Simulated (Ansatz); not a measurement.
Isolated molecules relaxed with PBE0-D4/def2-TZVP in Ansatz; ΔE leaves out vibrations. CCSD(T)/CBS adds triple-zeta CCSD(T) − MP2 to the extrapolated MP2 energy (def2 sets, frozen cores). Functionals use def2-TZVPP. HSE06 is defined as in plane-wave codes. For Ga outer-core shells are correlated without core-valence functions, which leaves a few kJ/mol of doubt a bond. Scalar relativity is left out up to krypton. One conformer a species, not always the lowest.

`[F][Ga]([SiH3])[Cl]` + `FCSS` → `[F][Ga]([SH])[Cl]` + `FCS[SiH3]`  (formal exchange of groups at a Ga–Si bond)

```tsv
level	ΔE (kJ/mol)	difference from CCSD(T)/CBS
revPBE-D4	-115.3	19.9
r2SCANh-D4	-133.2	2.0
r2SCAN0-D4	-136.2	-1.0
HSE06-D4	-125.6	9.6
ωB97X-V	-132.2	3.0
PBE-QIDH	-140.4	-5.2
r2SCANh	-133.0	2.2
r2SCAN0	-136.0	-0.8
HSE06	-124.8	10.4
CCSD/def2-TZVPP	-141.6	-6.4
CCSD(T)/CBS	-135.2	0
```

Largest T1 diagnostic among the species: 0.013.

From BLYP to BHLYP (50 % exact exchange), in def2-TZVPP and without D4, ΔE moves by −22.0 kJ/mol. Leaving LDA and LC-ωPBE aside and taking each functional with its dispersion term where it has one, the values, not all of them listed here, spread over 26.0 kJ/mol, from PBE-QIDH to PBE-D4. At CCSD(T), def2-SVP lies −20.2 kJ/mol from the extrapolated value and def2-TZVPP −5.4 kJ/mol.
